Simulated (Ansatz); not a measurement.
**Question.** Name a neutral molecule of Al, C, F, O and H with HOMO energy (PBE/def2-TZVPP) between -6.50 and -6.20 eV and HOMO–LUMO gap (ωB97M-V/def2-TZVPP) between 9.60 and 9.90 eV (Ansatz, PBE0-D4/def2-TZVP geometry).

**Answer.** `CC1=CC(C)=[O+][Al-]([CH3])([F])[O]1` (-6.35 eV, 9.67 eV). Other molecules can fit too; these were computed, each in one conformer that needn't be the lowest.
